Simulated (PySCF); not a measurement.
Electric field gradients and quadrupole coupling constants

Compound: C3HN2O2S (charge -1).
Structure used (GFN2-xTB), in Å, numbered top down from 1:
```
atom  x, y, z in Å
O1    -2.256   -1.288   -0.076
C2    -1.650   -0.223   -0.023
O3    -2.056    0.943    0.028
C4    -0.073   -0.304   -0.017
C5     0.754    0.852    0.041
N6     2.038    0.594    0.037
S7     2.228   -1.032   -0.036
N8     0.629   -1.403   -0.063
H9     0.400    1.866    0.084
```

Field gradients from the PBE0/pcSseg-1 density (PySCF, non-relativistic), principal values in atomic units, ordered |Vxx| ≤ |Vyy| ≤ |Vzz|:

```json
{"atom": "O1", "Vxx": "0.5313", "Vyy": "0.9132", "Vzz": "-1.4444"}
{"atom": "O3", "Vxx": "0.4316", "Vyy": "0.9338", "Vzz": "-1.3655"}
{"atom": "N6", "Vxx": "0.4461", "Vyy": "0.5235", "Vzz": "-0.9696"}
{"atom": "S7", "Vxx": "-0.5221", "Vyy": "-2.0017", "Vzz": "2.5239"}
{"atom": "N8", "Vxx": "0.4386", "Vyy": "0.5711", "Vzz": "-1.0097"}
```

Problem. Find the asymmetry η = (Vxx − Vyy)/Vzz and the couplings χ = eQV/h (234.96 MHz × Q in barn × V in au), with Q(17O) = −0.0256 b, Q(14N) = 0.02044 b, Q(33S) = −0.0678 b.

Solution. 
| atom | environment | nucleus | η | χzz (MHz) | χxx (MHz) | χyy (MHz) |
| --- | --- | --- | --- | --- | --- | --- |
| O1 | carboxylate oxygen | 17O | 0.26 | 8.69 | -3.20 | -5.49 |
| O3 | carboxylate oxygen | 17O | 0.37 | 8.21 | -2.60 | -5.62 |
| N6 | pyridine-type nitrogen | 14N | 0.08 | -4.657 | 2.142 | 2.514 |
| S7 | ring sulfur | 33S | 0.59 | -40.21 | 8.32 | 31.89 |
| N8 | pyridine-type nitrogen | 14N | 0.13 | -4.849 | 2.107 | 2.743 |

Problem. What is Vzz at N8 in SI units (1 au = 9.71736 × 10²¹ V/m²)?

Solution. -1.0097 au = -9.812 × 10²¹ V/m².

Geometry: GFN2-xTB; no solvent, vibrations or thermal averaging. The pcSseg-1 basis has no diffuse functions, a weakness for an anion. GFN2-xTB bond lengths can be off by several hundredths of an ångström, more for odd bonds, and the gradients follow them. With so small a basis the couplings can be 20 % off.
